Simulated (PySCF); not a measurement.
**Relaxing a trial structure of C2H5Ga**

The starting geometry of this gas-phase singlet was optimised with GFN2-xTB; its bonds are those of `C[CH2][Ga]`.

```xyz
8

C    -0.7765    1.2027    0.3291
C     0.5724    0.8607    0.9963
Ga    0.2108    0.4822    3.0893
H    -1.4836    0.3760    0.4483
H    -1.2216    2.0866    0.7965
H    -0.6792    1.4055   -0.7399
H     1.0083    0.0068    0.4493
H     1.2646    1.6975    0.7984
```

**Question.** Predict what becomes of its bonds when it is optimised with PBE0-D4/def2-SVP.

**Answer.** It keeps its bonds, and is `C[CH2][Ga]`.

The energy falls by 0.10 eV over 9 steps:

```tsv
step	E − E(last) (eV)
1	0.102
2	0.013
3	0.006
4	0.003
5	0.001
6	0.000
7	0.000
8	0.000
9	0.000
```

Final geometry (Å):

```
atom    x (Å)    y (Å)    z (Å)
   C  -0.7878   1.2064   0.3212
   C   0.5319   0.8631   1.0120
  Ga   0.3591   0.4751   3.0153
   H  -1.5237   0.3884   0.4056
   H  -1.2620   2.1022   0.7575
   H  -0.6687   1.4096  -0.7572
   H   1.0029  -0.0201   0.5367
   H   1.2624   1.6870   0.8892
```

The end wasn't checked by frequencies. Run with PySCF 2.14.0, 41 s on 2 threads of Arm Neoverse V1, with other jobs on the host.
